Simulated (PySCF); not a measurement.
## Solvent effects on NMR parameters

Geometry:
| atom | x (Å) | y (Å) | z (Å) |
| --- | --- | --- | --- |
| N1 | 2.559 | -0.571 | -0.477 |
| C2 | 1.213 | -0.086 | -0.495 |
| C3 | 0.811 | 0.953 | 0.501 |
| C4 | -0.297 | 1.916 | 0.129 |
| C5 | -1.400 | 1.024 | -0.453 |
| C6 | -1.260 | -0.342 | 0.242 |
| N7 | -1.707 | -1.421 | -0.624 |
| C8 | 0.215 | -0.435 | 0.583 |
| H9 | 2.583 | -1.548 | -0.765 |
| H10 | 2.939 | -0.541 | 0.467 |
| H11 | 0.814 | 0.009 | -1.511 |
| H12 | 1.570 | 1.279 | 1.220 |
| H13 | 0.025 | 2.697 | -0.578 |
| H14 | -0.650 | 2.430 | 1.039 |
| H15 | -1.247 | 0.865 | -1.532 |
| H16 | -2.405 | 1.456 | -0.333 |
| H17 | -1.813 | -0.301 | 1.206 |
| H18 | -1.590 | -2.316 | -0.152 |
| H19 | -2.706 | -1.331 | -0.803 |
| H20 | 0.534 | -1.136 | 1.362 |

GIAO PBE0/pcSseg-1 in PySCF 2.14.0 with density-fitted response routines on one PBE0-D3(BJ)/def2-SVP conformer, non-relativistic, equivalent nuclei averaged. Solvents enter as an IEF-PCM continuum (acetone with ε = 20.5, water with ε = 78.4) around the gas-phase geometry. Shifts are referred to TMS computed in the same medium.

Gas phase, δ in ppm: C6 55.6, C8 37.4, C5 34.2, C2 32.7, C4 30.1, C3 28.4, H17 3.57, H11 2.23, H13 1.86, H14 1.80, H16 1.40, H15 0.89, H12 0.81, H18/H19 0.47. Dipole moment 2.49 D.

(1) How does each δ change in the continuum?

(2) Which of the listed nuclei move most (in ppm), and what does the model miss? (N and O are left out, as their reference compounds move with the solvent too.)

Answers

(1) 
```tsv
atoms	environment	Δδ, acetone	Δδ, water
C6	sp3 CH bonded to N	+0.5	+0.5
C8	three-membered-ring carbon	-0.1	-0.1
C5	sp3 CH2 in a ring	+0.9	+1.0
C2	three-membered-ring carbon	0.0	0.0
C4	sp3 CH2 in a ring	+0.5	+0.5
C3	three-membered-ring carbon	+0.2	+0.2
H17	hydrogen on an sp3 CH bonded to N	+0.02	+0.03
H11	hydrogen on a three-membered-ring carbon	-0.15	-0.17
H13	hydrogen on an sp3 CH2 in a ring	-0.06	-0.07
H14	hydrogen on an sp3 CH2 in a ring	+0.05	+0.06
H16	hydrogen on an sp3 CH2 in a ring	+0.13	+0.15
H15	hydrogen on an sp3 CH2 in a ring	-0.20	-0.23
H12	hydrogen on a three-membered-ring carbon	+0.14	+0.16
H18/H19	hydrogen on an amine nitrogen	+0.39	+0.42
```

Changes are relative to the gas phase. The dipole moment becomes 3.25 D in acetone, 3.32 D in water.

(2) C5 (sp3 CH2 in a ring, +1.0 ppm) in water. A continuum only polarises the solute; specific hydrogen bonds, the anisotropy of aromatic solvents and changes of geometry or conformer are outside it.
